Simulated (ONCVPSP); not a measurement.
# chlorine: excitation energies, all-electron against ONCV

ONCVPSP 4.0.1 input, shortened (lines: element, Z, core and valence counts, functional; n l f; lmax; l rc ep ncon nbas qcut; lloc lpopt rc5 dvloc0; l nproj debl; icmod fcfact rcfact), PBE, scalar-relativistic:

```
  Cl 17.00    1    4        4      upf
    1    0    2.00
    2    0    2.00
    2    1    6.00
    3    0    2.00
    3    1    5.00
    1
    0    0.85    0.00    4    8   18.60
    1    0.55    0.00    4    8   26.90
    4    5    0.45    0.00
    0    2    2.80
    1    3    1.50
    3    2.00    1.10
```

Energies are relative to the spin-unpolarised reference configuration 2s2 2p6 3s2 3p5; without spin polarisation the order of configurations can differ from experiment.

Give the all-electron excitation energy and the error of the potential for: 2s2 2p6 3s2 3p4; 2s2 2p6 3s2 3p3; 2s2 2p6 3s2 3p2; 2s2 2p5 3s2 3p5.

```csv
valence configuration,charge,ΔE all-electron (eV),error AE − PS (meV)
2s2 2p6 3s2 3p4,+1,13.875,+1.1
2s2 2p6 3s2 3p3,+2,39.322,+3.4
2s2 2p6 3s2 3p2,+3,77.630,+8.1
2s2 2p5 3s2 3p5,+1,210.161,+155
```
